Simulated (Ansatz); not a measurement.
Program: Ansatz. Geometries: PBE0-D4/def2-TZVP. ΔE: electronic, gas phase. CCSD(T)/CBS is the MP2 limit (def2-TZVPP, def2-QZVPP) plus CCSD(T) − MP2 in def2-TZVPP, frozen cores. This one scheme is used for every species, atoms too. Functionals use def2-TZVPP. B3LYP here is the variant with VWN-RPA as its local correlation; programs differ in this. No spin–orbit coupling; open shells (•) take unrestricted orbitals. Spin–orbit coupling would lower the free atoms: a little for B, C, O.

Consider the atomization: `BB1CO1` → 2 B• + C• + 4 H• + O•.

What is ΔE at CCSD(T)/CBS? (Best estimate.)

Ansatz gave: +3059.4 kJ/mol.

What do these levels give: PBE0-D4, CAM-B3LYP-D4, ωB97M-V, r2SCAN, B3LYP, HF/def2-QZVPP? (An estimate is asked.)

The calculation gave: PBE0-D4 3111.5, CAM-B3LYP-D4 3109.8, ωB97M-V 3100.4, r2SCAN 3118.9, B3LYP 3079.9, HF/def2-QZVPP 2297.5 kJ/mol.

Largest T1 diagnostic among the species: 0.016.

From BLYP to BHLYP (50 % exact exchange), in def2-TZVPP and without D4, ΔE moves by −91.7 kJ/mol: exact exchange takes away binding that semilocal exchange gives to molecules. At CCSD(T), def2-SVP lies −121.3 kJ/mol from the extrapolated value and def2-TZVPP −70.3 kJ/mol: correlation converges slowly with the basis, and small sets miss more of it in the bonded molecule than in its fragments. The D4 term adds +16.6 kJ/mol with B3LYP and +8.6 kJ/mol with PBE0; it sums over pairs of atoms, weighted by their polarisabilities, and B3LYP, whose exchange is more repulsive, gets the larger term.

For atomizations the MP2-based limit and the directly extrapolated one differ by several kJ/mol either way, and by 10 to 25 for some Ge, Se and Sn compounds, so smaller differences from it don't rank the levels.
